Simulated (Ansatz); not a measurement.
`[PH3+][Al-]([Cl])([Cl])[Cl]`, relaxed with RKS PBE0-D4/def2-TZVP in the Gaussian-basis code of Ansatz from a PBE-D4/def2-SVP geometry. The force threshold is 0.005 eV/Å; the program also tests the step.

The species carries charge 0 and has multiplicity 1.

Start:

```xyz
8

P     0.637    0.922    0.011
Al   -0.781   -1.133   -0.016
Cl   -2.522   -0.319   -0.923
Cl    0.459   -2.383   -1.205
Cl   -0.847   -1.511    2.075
H     0.338    1.927    0.978
H     0.679    1.727   -1.167
H     2.037    0.770    0.247
```

| step | energy (eV) | largest force (eV/Å) | largest move (Å) |
| --- | --- | --- | --- |
| 1 | -53491.6842 | 0.555 | 0.000 |
| 2 | -53491.7093 | 0.169 | 0.022 |
| 3 | -53491.7121 | 0.016 | 0.019 |
| 4 | -53491.7136 | 0.038 | 0.032 |
| 5 (rejected) | -53491.7110 | 0.297 | 0.195 |
| 6 | -53491.7146 | 0.213 | 0.079 |
| 7 (rejected) | -53491.7132 | 0.112 | 0.096 |
| 8 | -53491.7173 | 0.004 | 0.040 |
| 9 | -53491.7177 | 0.031 | 0.044 |
| 10 | -53491.7178 | 0.015 | 0.011 |
| 11 | -53491.7178 | 0.007 | 0.009 |
| 12 | -53491.7178 | 0.000 | 0.002 |

End:

```xyz
8

P     0.642    0.929    0.011
Al   -0.766   -1.108   -0.014
Cl   -2.552   -0.299   -0.780
Cl    0.376   -2.315   -1.307
Cl   -0.730   -1.592    2.035
H     0.201    2.011    0.795
H     0.866    1.577   -1.217
H     1.963    0.798    0.476
```

It took 51 s on 4 threads of an Arm Neoverse V1 on a shared host, with 0.71 GiB of host memory at the peak.
